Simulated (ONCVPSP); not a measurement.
**An all-electron radial function and its pseudo partner (Ne)**

Columns: radius, all-electron u(r) and pseudo u(r) of the 2p shell (level -13.53 eV) of neon in the configuration [He] 2s2 2p6; LDA (Perdew-Wang 92), scalar-relativistic, ONCV scheme, ONCVPSP 4.0.1.

| r (bohr) | all-electron | pseudo |
| --- | --- | --- |
| 0.053 | 0.0629 | 0.0277 |
| 0.105 | 0.1930 | 0.1045 |
| 0.158 | 0.3455 | 0.2234 |
| 0.210 | 0.4898 | 0.3651 |
| 0.262 | 0.6171 | 0.5153 |
| 0.315 | 0.7248 | 0.6613 |
| 0.368 | 0.8095 | 0.7871 |
| 0.420 | 0.8716 | 0.8833 |
| 0.473 | 0.9158 | 0.9505 |
| 0.525 | 0.9430 | 0.9878 |
| 0.578 | 0.9571 | 1.0017 |
| 0.630 | 0.9599 | 0.9974 |
| 0.683 | 0.9539 | 0.9811 |
| 0.735 | 0.9410 | 0.9584 |
| 0.788 | 0.9225 | 0.9319 |
| 0.840 | 0.9004 | 0.9046 |
| 0.893 | 0.8749 | 0.8762 |
| 0.945 | 0.8478 | 0.8480 |
| 0.998 | 0.8188 | 0.8187 |
| 1.050 | 0.7895 | 0.7894 |
| 1.102 | 0.7598 | 0.7598 |
| 1.155 | 0.7295 | 0.7295 |
| 1.208 | 0.6995 | 0.6994 |
| 1.260 | 0.6704 | 0.6704 |
| 1.313 | 0.6414 | 0.6414 |
| 1.365 | 0.6136 | 0.6136 |

(1) How many radial nodes do the two functions have?

(2) At about which radius was the pseudo-wave matched?

(3) Where does each function peak?

(4) Is the pseudo-wave norm-conserving?

Answers

(1) The all-electron 2p function has n − l − 1 = 0; the pseudo-wave has 0.

(2) 1.05 bohr. The columns agree to 0.0005 from 0.94 bohr on; several derivatives are matched, so the curves merge somewhat inside the radius.

(3) Outermost all-electron maximum near 0.63 bohr, pseudo maximum near 0.58 bohr (to the table’s step).

(4) Yes: the ONCV scheme keeps the norm inside the radius equal to the all-electron one, which fixes the energy derivative of the logarithmic derivative at the level.
